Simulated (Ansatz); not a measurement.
Consider the cleavage of the Si–Si bond: `CO[SiH2][SiH2]Cl` + `O[SiH](O)F` → `CO[SiH2]O[SiH](O)F` + `[SiH3]Cl`.

Program: Ansatz. Geometries: PBE0-D4/def2-TZVP. ΔE: electronic, gas phase. CCSD(T)/CBS is the MP2 limit (def2-TZVPP, def2-QZVPP) plus CCSD(T) − MP2 in def2-TZVPP, frozen cores. This one scheme is used for every species. Functionals use def2-TZVPP. B3LYP here is the variant with VWN-RPA as its local correlation; programs differ in this. One conformer a species, not always the lowest.

```
             level  ΔE (kJ/mol)  difference from CCSD(T)/CBS
            PBE-D4       -113.6                         27.1
         r2SCAN-D4       -135.4                          5.3
           PBE0-D4       -122.8                         17.9
            B2PLYP       -142.0                         -1.3
            r2SCAN       -134.6                          6.1
              PBE0       -120.9                         19.8
             B3LYP       -135.4                          5.3
     HF/def2-TZVPP       -159.0                        -18.3
    MP2/def2-TZVPP       -147.4                         -6.7
SCS-MP2/def2-TZVPP       -149.8                         -9.1
   CCSD/def2-TZVPP       -144.2                         -3.5
CCSD(T)/def2-TZVPP       -142.1                         -1.4
     HF/def2-QZVPP       -161.6                        -20.9
    MP2/def2-QZVPP       -147.5                         -6.8
SCS-MP2/def2-QZVPP       -149.8                         -9.1
     MP2/CBS(def2)       -146.0                         -5.3
       CCSD(T)/CBS       -140.7                            0
```

Largest T1 diagnostic among the species: 0.012.

In def2-TZVPP, CCSD(T) changes the Hartree–Fock value by +16.9 kJ/mol (the triples alone add +2.1 kJ/mol) and MP2 by +11.6 kJ/mol. The D4 term adds −3.3 kJ/mol with B3LYP and −2.0 kJ/mol with PBE0; it sums over pairs of atoms, weighted by their polarisabilities, and B3LYP, whose exchange is more repulsive, gets the larger term.
